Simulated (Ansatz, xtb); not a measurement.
**Relative energy of two isomers of C2H4F2SeSi**

We compare a, `F[C@@H]1C[Si@H](F)[Se]1`, a singlet, with b, `C=C[Se][SiH](F)F`, a singlet. Both are isolated molecules in the gas phase, relaxed with B3LYP/def2-SVP; the shapes shown needn't be the lowest conformers.

a (Å):

```json
{"atom": "C", "x (Å)": "-0.7169", "y (Å)": "2.4156", "z (Å)": "-0.0595"}
{"atom": "C", "x (Å)": "0.5167", "y (Å)": "2.1035", "z (Å)": "0.8040"}
{"atom": "F", "x (Å)": "-0.3915", "y (Å)": "2.8974", "z (Å)": "-1.2936"}
{"atom": "F", "x (Å)": "1.1145", "y (Å)": "-0.7762", "z (Å)": "1.0369"}
{"atom": "Se", "x (Å)": "-1.6622", "y (Å)": "0.6186", "z (Å)": "-0.1752"}
{"atom": "Si", "x (Å)": "0.0059", "y (Å)": "0.3746", "z (Å)": "1.3533"}
{"atom": "H", "x (Å)": "-1.4174", "y (Å)": "3.1217", "z (Å)": "0.4100"}
{"atom": "H", "x (Å)": "1.3855", "y (Å)": "2.0138", "z (Å)": "0.1308"}
{"atom": "H", "x (Å)": "0.7441", "y (Å)": "2.8761", "z (Å)": "1.5552"}
{"atom": "H", "x (Å)": "-0.3916", "y (Å)": "0.1505", "z (Å)": "2.7644"}
```

b (Å):

```xyz
10

C     1.9165    0.5007    2.8596
C     1.9418    0.8616    1.5757
F     0.9111    1.8136   -1.3459
F     2.5336    3.8423   -1.7386
Se    3.1242    2.2357    0.9050
Si    1.6651    3.0547   -0.6278
H     1.2909   -0.3383    3.1801
H     2.5098    1.0070    3.6265
H     1.3491    0.3484    0.8133
H     0.6176    3.9684   -0.1293
```

Quicker runs give these differences E(b) − E(a): GFN2-xTB −1.163 eV; HF/STO-3G +0.856 eV (at GFN2-xTB geometries); r2SCAN-D4/def2-SVP −1.070 eV (at GFN2-xTB geometries).

Question: Estimate which is lower in electronic energy at CCSD(T)/def2-SVP + ΔMP2/def2-TZVPP, and by roughly how much.

Answer: The CCSD(T)/def2-SVP + ΔMP2/def2-TZVPP calculation puts structure b lower, by 1.499 eV.

How the difference moves with the method:

```
                             level        geometry  E(b) − E(a) (eV)  departure from the last row (eV)  job, with rough time for the two
                          GFN2-xTB        GFN2-xTB              −1.163                            +0.336                 optimisation, 1 s
                         HF/STO-3G        GFN2-xTB              +0.856                            +2.355               single point, 1.2 s
                r2SCAN-D4/def2-SVP        GFN2-xTB              −1.070                            +0.429               single point, 5.3 s
                    B3LYP/def2-SVP  B3LYP/def2-SVP              −1.273                            +0.225               optimisation, 2 min
                       HF/def2-SVP  B3LYP/def2-SVP              −1.515                            −0.017           part of the CCSD(T) run
                      MP2/def2-SVP  B3LYP/def2-SVP              −1.376                            +0.123           part of the CCSD(T) run
                  CCSD(T)/def2-SVP  B3LYP/def2-SVP              −1.380                            +0.119                      single point
CCSD(T)/def2-SVP + ΔMP2/def2-TZVPP  B3LYP/def2-SVP              −1.499                                                  single point, 98 s
```

As drawn, b has 1 C=C, 1 F–Si in place of 1 C–F, 1 C–C, 1 C–Si. Structure a has a 4-membered ring, b no ring.

HF/STO-3G puts the two in the other order. The largest departure from CCSD(T)/def2-SVP + ΔMP2/def2-TZVPP is that of HF/STO-3G, 2.355 eV. The last row adds to CCSD(T) the change of the MP2 difference between the two basis sets, here −0.119 eV.

With thermal terms from frequencies at re-optimised GFN2-xTB minima (ideal gas, soft modes damped towards free rotors, one conformer each, 298.15 K, 1 atm): the zero-point term adds −0.061 eV; ΔH is −1.524 and ΔG −1.612 eV.

The correlated steps freeze 18 core orbitals; the filled d shell of Se is correlated, in a basis made for valence electrons. Mirror images aren't counted in ΔG. Run with Ansatz 0.2.0, xtb 6.7.1; the last row on 2 threads of Intel(R) Xeon(R) Processor @ 2.70GHz on a shared host.
